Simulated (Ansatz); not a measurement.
`[SiH3][GeH2][CH2]S` + `OBF` → `O[B](F)[GeH2][SiH3]` + CH₃SH  (formal exchange of groups at a Ge–C bond)

Gas-phase electronic energies from Ansatz, PBE0-D4/def2-TZVP geometries. CBS: MP2 limit from def2 TZ/QZ plus the TZ coupled-cluster correction, frozen cores. This one scheme is used for every species. For Ge outer-core shells are correlated without core-valence functions, which leaves a few kJ/mol of doubt a bond. Scalar relativity is left out up to krypton. Each species was taken in one conformer, which may not be the lowest.

`[SiH3][GeH2][CH2]S`:

Z-matrix (Å, degrees):
```
Si
Ge 1 2.381
H 1 1.487 2 109.1
H 1 1.488 2 109.9 3 -119.0
H 1 1.484 2 111.1 3 120.7
C 2 1.969 1 108.4 3 -41.3
H 2 1.543 1 110.9 3 -158.7
H 2 1.544 1 112.3 3 80.5
S 6 1.808 2 111.6 1 -51.2
H 6 1.091 2 112.0 1 -176.5
H 6 1.092 2 108.6 1 64.5
H 9 1.343 6 97.5 2 -52.0
```

`OBF`:

Cartesian coordinates in Å:
```
O -0.403 -0.607 0.691
B 0.356 0.053 -0.201
F -0.141 1.094 -0.866
H -1.292 -0.248 0.777
H 1.480 -0.291 -0.401
```

`O[B](F)[GeH2][SiH3]`:

```xyz
11

O    -1.807   -1.524    1.513
B    -1.045   -1.406    0.407
F    -0.552   -2.535   -0.085
Ge   -0.574    0.392   -0.531
Si    1.745    0.894   -0.341
H    -2.155   -0.690    1.835
H    -0.953    0.333   -2.021
H    -1.386    1.541    0.107
H     2.117    1.006    1.095
H     2.549   -0.191   -0.961
H     2.060    2.180   -1.018
```

CH₃SH:

Z-matrix (Å, degrees):
```
C
S 1 1.806
H 1 1.089 2 111.5
H 1 1.089 2 111.5 3 -123.8
H 1 1.090 2 106.2 3 118.1
H 2 1.342 1 97.1 3 61.9
```

```tsv
level	ΔE (kJ/mol)
HF/def2-TZVPP	-4.5
MP2/def2-QZVPP	3.5
SCS-MP2/def2-QZVPP	2.1
CCSD/CBS(def2)	-4.2
```

Question: What does CCSD(T)/CBS give? (Best estimate.)

Answer: Ansatz gave: -3.4 kJ/mol. The listed levels differ from it by -1.1, 6.9, 5.5, -0.8 kJ/mol.

Largest T1 diagnostic among the species: 0.013.

The D4 term adds +7.5 kJ/mol with B3LYP and +4.1 kJ/mol with PBE0; it sums over pairs of atoms, weighted by their polarisabilities, and B3LYP, whose exchange is more repulsive, gets the larger term.

B3LYP here is the variant with VWN-RPA as its local correlation; programs differ in this.
